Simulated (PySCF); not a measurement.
## Electric field gradients and quadrupole coupling constants

Compound: C6H8FPS.
Geometry (GFN2-xTB, Å), atoms numbered from 1 in this order:
```
atom  x, y, z in Å
C1    -2.5608    0.5357   -0.5377
C2    -2.0189   -0.2271    0.6717
C3    -0.5414   -0.4230    0.5700
S4     0.5245    0.9206    0.7766
C5     1.9909    0.0438    0.4978
C6     3.2722    0.8041    0.5652
P7     1.8699   -1.6296    0.1607
C8     0.0987   -1.5849    0.2838
F9    -0.6112   -2.7187    0.0950
H10   -2.0977    1.5180   -0.6054
H11   -2.3518   -0.0106   -1.4547
H12   -3.6362    0.6630   -0.4465
H13   -2.4956   -1.2073    0.7343
H14   -2.2488    0.3286    1.5841
H15    3.3014    1.5827   -0.1980
H16    4.1105    0.1295    0.4071
H17    3.3873    1.2874    1.5357
```

Field gradients from the PBE0/pcSseg-1 density (PySCF, non-relativistic), principal values in atomic units, ordered |Vxx| ≤ |Vyy| ≤ |Vzz|:

| atom | Vxx | Vyy | Vzz |
| --- | --- | --- | --- |
| S4 | -0.2642 | -1.5505 | 1.8147 |

Q: Find the asymmetry η = (Vxx − Vyy)/Vzz and the couplings χ = eQV/h (234.96 MHz × Q in barn × V in au), with Q(33S) = −0.0678 b.

A: 
| atom | environment | nucleus | η | χzz (MHz) | χxx (MHz) | χyy (MHz) |
| --- | --- | --- | --- | --- | --- | --- |
| S4 | thiophene-type sulfur | 33S | 0.71 | -28.91 | 4.21 | 24.70 |

The tensor is traceless: Vxx + Vyy + Vzz = 0.

Q: What is Vzz at S4 in SI units (1 au = 9.71736 × 10²¹ V/m²)?

A: 1.8147 au = 17.634 × 10²¹ V/m².

Q: And the gradient at the other heavy atoms, for which no coupling is worked out here?

A: 
```json
{"atom": "C1", "environment": "methyl carbon", "Vzz (au)": "0.089", "η": "0.13"}
{"atom": "C2", "environment": "benzylic-type carbon", "Vzz (au)": "0.118", "η": "0.70"}
{"atom": "C3", "environment": "substituted aromatic carbon", "Vzz (au)": "-0.210", "η": "0.44"}
{"atom": "C5", "environment": "substituted aromatic carbon", "Vzz (au)": "-0.266", "η": "0.06"}
{"atom": "C6", "environment": "benzylic-type carbon", "Vzz (au)": "0.117", "η": "0.13"}
{"atom": "P7", "environment": "phosphorus bonded to 2 C", "Vzz (au)": "-1.024", "η": "0.36"}
{"atom": "C8", "environment": "aromatic C–F carbon", "Vzz (au)": "0.402", "η": "0.84"}
{"atom": "F9", "environment": "aryl fluorine", "Vzz (au)": "3.016", "η": "0.07"}
```

Were the hydrogens deuterons (Q(2H) = 0.00286 b), χzz would run from 201 kHz (H13) to 213 kHz (H12).

Isolated species at its GFN2-xTB geometry (one conformer only). GFN2-xTB bond lengths can be off by several hundredths of an ångström, more for odd bonds, and the gradients follow them. The small basis limits the accuracy of the gradients.
